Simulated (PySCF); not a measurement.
Computed IR spectrum (relative IR intensity) of a molecule C3H10OSi2. Geometry: ωB97X-D3(BJ)/def2-SVP. The values are those of a single conformer. Level of theory: ωB97X-D3(BJ)/def2-SVP (PySCF). Frequencies are harmonic and unscaled.

Lines under 2 % of the strongest are left out, and lines within 2 cm⁻¹ are merged.

ν (cm⁻¹): 162 (vw), 305 (w), 386 (vw), 428 (w), 615 (m), 677 (s), 707 (s), 779 (s), 891 (vs), 895 (m), 942 (m), 946 (m), 965 (m), 1178 (m), 1286 (w), 1374 (m), 1438 (w), 1449 (w), 1814 (s), 2224 (vs), 2247 (m), 2252 (vs), 3069 (vw), 3171 (vw), 3188 (vw) (against the strongest line: vs over 80 %, s over 45 %, m over 15 %, w over 4 %, vw less)

Question: Pick the molecule that these values belong to.
(A) O[SiH2][C@H]1CC[SiH2]1
(B) C[SiH2][SiH2]C(C)=O
(C) C[Si]1(C)OC[SiH2]1
(D) C=CCO[SiH2][SiH3]

Answer: B, C[SiH2][SiH2]C(C)=O
